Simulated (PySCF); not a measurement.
Compound: C₈H₉P₂ (charge -1).
Atom-mapped SMILES: `[CH2:1]=[CH:2][c:3]1[p:4][c:5]([CH:6]=[CH2:7])[c:8]([CH3:9])[p-:10]1` (hydrogens: H11, H12 on C1; H13 on C2; H14 on C6; H15, H16 on C7; H17, H18, H19 on C9)
Bond orders are those of one Lewis drawing.

Method: PBE0-D3(BJ)/def2-SVP geometry optimisation, gas phase (PySCF); density fitting, grid level 1; the optimiser is geomeTRIC in internal coordinates, started from a GFN2-xTB structure with every atom displaced at random (about 0.01 Å).

Step 0: E = -26991.7005 eV
```
atom  x, y, z in Å  |  force x, y, z in eV/Å
C1      3.2229   -0.9769    0.8211   -1.397   0.265  -0.007
C2      2.4410   -1.1130   -0.2731    0.081   0.066   0.622
C3      0.9962   -1.0006   -0.3412    0.963  -0.009   0.220
P4      0.0411   -0.6210    1.0385   -1.070   0.051   0.090
C5     -1.5036   -0.6953    0.1189    0.783   0.223   0.929
C6     -2.7786   -0.4492    0.7603    0.267  -0.209  -0.444
C7     -2.9476   -0.0762    2.0277   -1.280   0.190   0.344
C8     -1.3773   -0.9795   -1.2364   -1.075  -0.087  -0.301
C9     -2.5856   -1.0596   -2.1292    0.550  -0.131  -0.612
P10     0.2011   -1.2555   -1.8610    0.325  -0.154  -0.789
H11     2.7438   -0.7212    1.7781    0.181  -0.106  -0.071
H12     4.2834   -1.0487    0.7988    1.141  -0.141  -0.129
H13     2.8982   -1.3341   -1.2283    0.491  -0.161  -0.507
H14    -3.6681   -0.6011    0.1457   -0.195   0.023  -0.129
H15    -2.1202    0.0793    2.6815    0.884   0.159   0.615
H16    -3.9417    0.0952    2.4532   -0.043  -0.051  -0.060
H17    -2.2476   -1.2759   -3.1637   -0.234   0.019   0.158
H18    -3.1413   -0.1138   -2.1634   -0.191   0.143   0.022
H19    -3.2760   -1.8610   -1.8332   -0.183  -0.090   0.050
```

Step 1: E = -26991.8597 eV
```
atom  x, y, z in Å  |  force x, y, z in eV/Å
C1      3.3003   -0.9727    0.8036    0.298  -0.020  -0.057
C2      2.4863   -1.1149   -0.2618    0.090   0.013  -0.106
C3      1.0385   -1.0070   -0.3161   -0.198  -0.008  -0.009
P4      0.0144   -0.6453    1.0561   -0.035   0.041   0.019
C5     -1.5084   -0.6823    0.1488    0.057  -0.064  -0.047
C6     -2.7972   -0.4319    0.7806   -0.030  -0.006   0.005
C7     -3.0458   -0.0624    2.0521    0.216   0.013   0.089
C8     -1.4099   -0.9816   -1.2294    0.174   0.025   0.071
C9     -2.5950   -1.0654   -2.1522   -0.100   0.024   0.060
P10     0.2025   -1.2479   -1.8499    0.015  -0.016  -0.071
H11     2.9049   -0.7577    1.7978   -0.080   0.033   0.104
H12     4.3940   -1.0556    0.7130   -0.232  -0.026  -0.049
H13     2.9660   -1.3303   -1.2330   -0.043   0.013   0.100
H14    -3.6735   -0.5643    0.1299    0.029  -0.003  -0.009
H15    -2.2217    0.0970    2.7613   -0.132  -0.014  -0.062
H16    -4.0648    0.0839    2.4148   -0.080   0.013   0.012
H17    -2.2773   -1.3164   -3.1750    0.025  -0.007  -0.044
H18    -3.1544   -0.1122   -2.2082    0.013  -0.040   0.002
H19    -3.3189   -1.8413   -1.8381    0.014   0.030  -0.007
```

**Question.** Estimate the geometry and energy of step 2. (The exact step hangs on the optimiser's Hessian estimate; all steps are aligned on step 1, rigid shifts and turns removed.)

**Answer.** E = -26991.8627 eV, largest force 0.097 eV/Å
```
atom  x, y, z in Å  |  force x, y, z in eV/Å
C1      3.3174   -0.9793    0.7901    0.014   0.022   0.073
C2      2.4904   -1.1122   -0.2663    0.035  -0.018  -0.089
C3      1.0427   -0.9925   -0.3228    0.009   0.037   0.086
P4      0.0302   -0.6177    1.0548    0.003  -0.015  -0.001
C5     -1.4914   -0.6773    0.1540    0.037   0.024   0.083
C6     -2.7851   -0.4374    0.7806   -0.054  -0.008  -0.068
C7     -3.0780   -0.0655    2.0426    0.059  -0.002   0.030
C8     -1.3912   -0.9755   -1.2233   -0.071   0.010  -0.003
C9     -2.5920   -1.0605   -2.1270   -0.002  -0.018  -0.060
P10     0.2133   -1.2397   -1.8584   -0.021  -0.003   0.031
H11     2.9359   -0.7447    1.7897   -0.011  -0.010  -0.016
H12     4.3999   -1.1003    0.6824   -0.024   0.001  -0.024
H13     2.9616   -1.3458   -1.2338    0.010  -0.009  -0.001
H14    -3.6460   -0.5834    0.1132   -0.007   0.004   0.013
H15    -2.2991    0.1141    2.7910    0.022  -0.013  -0.036
H16    -4.1165    0.0659    2.3598   -0.006   0.000  -0.004
H17    -2.2884   -1.3103   -3.1560   -0.005   0.001  -0.004
H18    -3.1538   -0.1097   -2.1739    0.006  -0.003  -0.003
H19    -3.3097   -1.8363   -1.8023    0.006   0.001  -0.008
```

The energy changes by -0.0030 eV. The first-order estimate −F·Δx gives -0.0141 eV and the mean of the old and new forces, exact on a quadratic surface, -0.0027 eV. The step makes an angle of 82° with the force vector and moves no atom by more than 0.085 Å.

What follows is the cost of the whole optimisation. Time: 4.0 min; peak memory 0.88 GiB. Hardware: Arm Neoverse N1, one thread, on a shared host.
